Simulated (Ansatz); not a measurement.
CH$_{8}$ClNSi$_{2}$, SMILES `[SiH3]NC[SiH2]Cl` at its PBE0-D4/def2-TZVP geometry, where that method's forces vanish. Total charge 0; spin multiplicity 1.

```xyz
13

Si   -1.5526   -1.5482   -0.1158
N    -0.1829   -0.5816   -0.5043
C     0.6729    0.0337    0.5005
Si    1.0651    1.7609   -0.1158
Cl    2.4652    2.6834    1.0849
H    -2.4366   -0.7664    0.7887
H    -2.2427   -1.8666   -1.3914
H    -1.2275   -2.8261    0.5855
H     0.2726   -0.7317   -1.3907
H     0.1216    0.1238    1.4424
H     1.5760   -0.5467    0.7287
H     1.6279    1.6707   -1.4871
H    -0.1588    2.5946   -0.1254
```

**Question.** What forces (eV/Å) does B3LYP-D4/def2-TZVPP give on these atoms in the Gaussian-basis code of Ansatz? (An estimate is asked.)

**Answer.** Ansatz gave: 
```
Si1 -0.171 -0.098  0.009
N2  -0.094 -0.128 -0.175
C3   0.160  0.088  0.249
Si4 -0.141  0.046 -0.217
Cl5  0.155  0.103  0.135
H6   0.054 -0.053 -0.055
H7   0.038  0.014  0.082
H8  -0.020  0.076 -0.039
H9  -0.006  0.001 -0.008
H10  0.044 -0.019 -0.053
H11 -0.050  0.025 -0.007
H12 -0.045  0.004  0.085
H13  0.077 -0.060 -0.007
```

B3LYP here is the variant with VWN-RPA as its local correlation; programs differ in this.
